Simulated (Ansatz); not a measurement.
`CCO[SiH2]C` and `CCOC` differ in one atom or group.

Ansatz, PBE0-D4/def2-TZVP geometries, multiplicity 1. Each molecule was computed in one conformer, which needn't be the lowest.

| property | `CCO[SiH2]C` |
| --- | --- |
| size of the dipole moment (B3LYP/def2-TZVPP) / D | 0.41 |
| HOMO–LUMO gap (PBE0/def2-TZVPP) / eV | 8.69 |
| LUMO energy (B3LYP/def2-TZVPP) / eV | 0.55 |
| size of the dipole moment (PBE/def2-TZVPP) / D | 0.30 |
| HOMO energy (ωB97M-V/def2-TZVPP) / eV | -10.24 |
| HOMO energy (PBE0/def2-TZVPP) / eV | -7.88 |

Task: Give the same properties after the change, and the shifts. (An estimate is asked.)

Result: Computed: 
| property | `CCOC` | shift |
| --- | --- | --- |
| size of the dipole moment (B3LYP/def2-TZVPP) / D | 1.12 | 0.71 |
| HOMO–LUMO gap (PBE0/def2-TZVPP) / eV | 8.73 | 0.04 |
| LUMO energy (B3LYP/def2-TZVPP) / eV | 1.01 | 0.46 |
| size of the dipole moment (PBE/def2-TZVPP) / D | 1.01 | 0.71 |
| HOMO energy (ωB97M-V/def2-TZVPP) / eV | -9.78 | 0.46 |
| HOMO energy (PBE0/def2-TZVPP) / eV | -7.36 | 0.52 |

With PBE0 the HOMO rises by 0.52 eV and the LUMO rises by 0.57 eV, so the gap widens by about 0.05 eV. PBE moves the HOMO by 0.62 eV and ωB97M-V by 0.46 eV. Dipoles are sizes alone; their direction can turn.

B3LYP here is the variant with VWN-RPA as its local correlation; programs differ in this.
